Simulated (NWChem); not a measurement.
## Ionisation of C$_{2}$H$_{2}$F

SMILES: [CH]=CF
```xyz
5

C     -0.8840    -0.9119     0.0000
C      0.2940    -0.3326     0.0000
F      0.4714     1.0048     0.0000
H     -1.9495    -0.7010     0.0000
H      1.2470    -0.8746     0.0000
```
Charge 0, spin multiplicity 2.

All runs are NWChem calculations. Structure: optimised with UB3LYP/def2-SVP, a minimum by its harmonic frequencies.

Basis set: def2-TZVPD. The species with one electron less has spin multiplicity 3 and keeps the geometry of the parent. Δ marks differences of total energies (open shells unrestricted). −ε marks an orbital energy of the parent. That orbital need not have the symmetry of the hole or added electron in the Δ rows.

B3LYP has NWChem's definition, with VWN1-RPA local correlation. The structure started from a generated list of species. The unpaired electrons of the parent sit in orbitals of symmetry a' (Cs labels of the run); other states weren't searched. The stability of the SCF solutions was not checked.

Question: For the first vertical ionisation energy, −ε(beta HOMO) of PBE gives 6.59 eV and −ε(beta HOMO) of B3LYP gives 7.64 eV. What do −ε(beta HOMO) of r2SCAN, ΔPBE, −ε(beta HOMO) of M06-2X give?

Answer: −ε(beta HOMO) of r2SCAN: 6.80 eV; ΔPBE: 10.50 eV; −ε(beta HOMO) of M06-2X: 7.13 eV.
